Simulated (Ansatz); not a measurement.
lithium fluoride (FLi), singlet, geometry from GFN2-xTB (such geometries of metal compounds can be far from the true shape); B3LYP/cc-pVTZ (Ansatz, a quantum-chemistry and plane-wave program).

The Ansatz input:
Ansatz 0.2 input:
```yaml
crystal:
  periodic: [false, false, false]
  atoms:
    - {symbol: Li, position_ang: [-0.00000000, -0.00000000, -1.14043347]}
    - {symbol: F, position_ang: [0.00000000, 0.00000000, 0.38014449]}
basis:
  gaussian:
    orbitals: cc-pVTZ
hamiltonian:
  xc: b3lyp
```

**Question.** Predict the main parts of the log of this Ansatz run.

**Answer.** 
```
Functional definition: B3LYP
274 factors; their error is unknown
mean field evaluation 1: about -2920.4344 eV, gradient 5.2e1 eV
mean field evaluation 2: about -2863.1698 eV, gradient 1.8e2 eV
mean field evaluation 4: about -2924.4299 eV, gradient 3.4e0 eV
mean field evaluation 8: about -2924.4469 eV, gradient 1.2e-2 eV
mean field evaluation 16: about -2924.4432 eV, gradient 5.0e-6 eV
mean field -2924.44315871 eV, -107.4713038237 hartree, gradient 5.0e-6 eV, S^2 0.000000; 0 other end points of the search recorded, 0 dependent functions left out
reference -2924.44341047 eV, -107.4713130759 hartree; 6, 6 occupied and 54, 54 virtual orbitals, 274 factors
Total energy: -2924.44341047 eV, -107.4713130759 hartree
```
